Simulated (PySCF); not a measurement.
# MnCl2: fields on a plane

Method: UB3LYP/[Mn def2-SVP, Cl def2-SVP], no relativity, density fitting, PySCF.

The sextet minimum has Mn–Cl 2.191 Å (×2); Cl–Mn–Cl 180.0°.

The plane holds Mn1 at (0.00, 0.00), Cl2 at (2.19, 0.00), Cl3 at (-2.19, 0.00) Å. Columns run from x = -4.05 to 4.35 Å, rows from y = 2.25 (top) to -1.95 Å, in steps of 0.3 Å. Other isomers or separated fragments may lie lower.

Question: Give the electron density (e/Å³) (cut at 5 e/Å³). Lower edges of the bins (e/Å³): '_' 0.000, '.' 0.030, ':' 0.076, '-' 0.151, '=' 0.268, '+' 0.455, '*' 0.750, '#' 1.218, '%' 1.960, '@' 3.136; top 5.00, each point printed twice.

Answer: 
```
__________________________________________________________
__________________________________________________________
__________........____________________........____________
______..::::::::::::................::::::::::::..________
____..::--========--::::::----::::::--========--::..______
____::--++**##****==----++****++----==****##**++--::______
__..::==**##%%%%##++==++%%@@@@%%++==++##%%%%##**==::..____
__..--++##@@@@@@##**++##@@@@@@@@##++**##@@@@@@##++--..____
__..--++##@@@@@@##**++##@@@@@@@@##++**##@@@@@@##++--..____
__..::==**##%%%%##++==++%%@@@@%%++==++##%%%%##**==::..____
____::--++**##****==----++****++----==****##**++--::______
____..::--========--::::::----::::::--========--::..______
______..::::::::::::................::::::::::::..________
__________........____________________........____________
__________________________________________________________
```

Question: Give the electron localisation function (set to 0 where the density is under 0.005 e/Å³). Every second row and column.

Answer: 
```
0.00 0.00 0.00 0.00 0.00 0.00 0.00 0.00 0.00 0.00 0.00 0.00 0.00 0.00 0.00
0.00 0.13 0.42 0.49 0.37 0.16 0.09 0.10 0.10 0.28 0.45 0.48 0.29 0.00 0.00
0.00 0.48 0.77 0.85 0.76 0.36 0.13 0.18 0.15 0.63 0.83 0.84 0.65 0.26 0.00
0.20 0.64 0.88 0.10 0.79 0.28 0.65 0.80 0.18 0.80 0.19 0.48 0.83 0.42 0.00
0.22 0.67 0.79 0.81 0.36 0.24 0.79 0.20 0.28 0.81 0.72 0.12 0.85 0.45 0.00
0.14 0.57 0.87 0.87 0.85 0.34 0.28 0.48 0.12 0.74 0.86 0.89 0.76 0.37 0.00
0.00 0.33 0.62 0.70 0.60 0.28 0.13 0.13 0.15 0.49 0.67 0.69 0.51 0.12 0.00
0.00 0.00 0.14 0.20 0.11 0.06 0.06 0.06 0.06 0.08 0.16 0.19 0.00 0.00 0.00
```

Open d and f shells are described by one determinant, and the ground state may have another occupation or spin.
